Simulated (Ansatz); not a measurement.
Geometry optimisation, Ansatz, RKS r2SCAN-D4/def2-SVP.

Input:

```yaml
crystal:
  periodic: [false, false, false]
  atoms:
    - { symbol: Zn, position_ang: [-0.844439, -0.56263, -0.782233] }
    - { symbol: F, position_ang: [0.229622, -1.51046, 0.262328] }
    - { symbol: Cl, position_ang: [-2.143222, 0.473944, -2.031138] }
    - { symbol: H, position_ang: [1.339406, 0.061975, 1.272489] }
    - { symbol: Br, position_ang: [1.418734, 1.537172, 1.278554] }
basis:
  gaussian: { orbitals: def2-SVP }
hamiltonian:
  xc: r2scan
  dispersion: d4
relax:
  f_tol: 0.03
  max_steps: 50
```

Launched with:

```bash
$ ansatz run input.yaml --threads 2 --pin off --max-ram 3072MiB --backend cpu --events-out ev --progress --plain --runs-dir out
```

Task: Where does it end, and by what steps?

Result: It converged. After 14 steps the energy has fallen by 1.069 eV; Zn1 moved furthest, 1.16 Å. Parted: H4–Br5. Joined: Zn1–Br5, F2–H4.

```
step  energy less start (eV)  largest force component (eV/Å)  accepted
   0                  0.0000                           1.106       yes
   1                 -0.1329                           0.201       yes
   2                 -0.2276                           0.718       yes
   3                 -0.2958                           0.723       yes
   4                 -0.3329                           0.552       yes
   5                 -0.4577                           0.950       yes
   6                 -0.6905                           1.090       yes
   7                 -0.8920                           1.064       yes
   8                 -0.9778                           1.095       yes
   9                 -1.0422                           0.450       yes
  10                 -1.0470                           0.409       yes
  11                 -1.0566                           0.246       yes
  12                 -1.0611                           0.119       yes
  13                 -1.0690                           0.030       yes
  14                 -1.0691                           0.004       yes
```

```xyz
5
Properties=species:S:1:pos:R:3
Zn -0.446 0.475 -0.438
F 0.392 -1.339 0.424
Cl -1.962 0.114 -1.850
H 0.984 -0.825 0.958
Br 1.032 1.576 0.906
```

Run time: 85 s on 2 threads of Arm Neoverse V1, with other jobs on the host, peak memory 0.17 GiB.
